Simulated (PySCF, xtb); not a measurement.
3,3,3-trifluoro-2-methylprop-1-ene (C4H5F3), SMILES FC(F)(C(C)=C)F.

Harmonic wavenumbers (cm⁻¹) from GFN2-xTB (xtb 6.7.1) at its own minimum, in rising order: 37, 145, 218, 220, 342, 383, 435, 528, 536, 559, 722, 742, 921, 951, 1016, 1037, 1051, 1074, 1110, 1276, 1392, 1409, 1460, 1468, 1730, 3010, 3024, 3066, 3119, 3149.

Q: What does PBE0-D3(BJ)/def2-SVP in PySCF give at its own minimum? (Estimate from the structure and the level; the computed values follow.)

A: 63, 177, 242, 250, 367, 426, 492, 582, 599, 610, 763, 803, 956, 964, 1006, 1059, 1189, 1218, 1257, 1369, 1418, 1425, 1444, 1467, 1770, 3061, 3146, 3181, 3183, 3289. Paired by order, the mean absolute difference is 57 cm⁻¹ and the zero-point energies are 51.6 and 54.0 kcal/mol.
